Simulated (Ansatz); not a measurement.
Geometry optimisation, RKS PBE-D4/def2-SVP (Ansatz).

Input:

```yaml
crystal:
  periodic: [false, false, false]
  atoms:
    - { symbol: Hf, position_ang: [-0.5832, 0.022662, -0.600863] }
    - { symbol: Cl, position_ang: [0.36067, 0.927701, 2.879675] }
    - { symbol: O, position_ang: [0.903003, -1.100826, -0.104145] }
    - { symbol: H, position_ang: [1.758673, -1.212568, 0.333431] }
    - { symbol: F, position_ang: [-0.342177, 1.928454, -0.698199] }
    - { symbol: F, position_ang: [-1.159481, -0.535301, -2.349694] }
    - { symbol: "N", position_ang: [-2.16398, -0.370981, 0.821977] }
    - { symbol: H, position_ang: [-2.341311, -1.290449, 1.242643] }
    - { symbol: H, position_ang: [-3.02693, 0.182317, 0.888108] }
    - { symbol: H, position_ang: [-0.823868, 0.496892, 2.402967] }
basis:
  gaussian: { orbitals: def2-SVP }
hamiltonian:
  xc: pbe
  dispersion: d4
relax:
  f_tol: 0.03
  max_steps: 50
```

Run as:

```bash
$ ansatz run input.yaml --threads 4 --pin off --max-ram 5120MiB --backend cpu --events-out ev --progress --plain --runs-dir out
```

Where does it end, and by what steps?

The forces met the threshold. After 27 steps the energy has fallen by 1.936 eV; Cl2 moved furthest, 1.81 Å. Parted: Cl2–H10 (1.35 → 3.22 Å). Joined: Hf1–Cl2 (3.72 → 2.41 Å), N7–H10 (2.25 → 1.03 Å).

```tsv
step	energy less start (eV)	largest force component (eV/Å)	accepted
0	0.0000	1.241	yes
1	-0.1467	0.953	yes
2	-0.2101	0.722	yes
3	-0.2463	0.707	yes
4	-0.3468	0.945	yes
5	-0.5236	1.270	yes
6	-0.8330	1.538	yes
7	-1.2678	0.952	yes
8	-1.5095	1.103	yes
9	-1.4809	2.200	no
10	-1.6050	0.305	yes
11	-1.6678	0.253	yes
12	-1.7246	0.346	yes
13	-1.7533	0.272	yes
14	-1.7806	0.377	yes
15	-1.8234	0.368	yes
16	-1.8644	0.341	yes
17	-1.9041	0.272	yes
18	-1.9127	0.345	yes
19	-1.9230	0.270	yes
20	-1.9211	0.994	no
21	-1.9300	0.074	yes
22	-1.9329	0.109	yes
23	-1.9342	0.111	yes
24	-1.9351	0.097	yes
25	-1.9356	0.065	yes
26	-1.9359	0.032	yes
27	-1.9360	0.013	yes
```

```xyz
10
Properties=species:S:1:pos:R:3
Hf -0.245 0.575 -0.085
Cl -0.376 2.134 1.744
O 0.714 -1.101 0.247
H 1.594 -1.412 -0.021
F 1.078 1.452 -1.183
F -1.686 0.479 -1.378
N -1.926 -0.619 1.217
H -2.138 -1.536 0.797
H -2.822 -0.118 1.297
H -1.610 -0.806 2.179
```

Whether the end is a true minimum wasn't checked by a vibrational analysis.

The run took 56 s on 4 threads of Arm Neoverse V1 (shared host), peak memory 0.2 GiB.
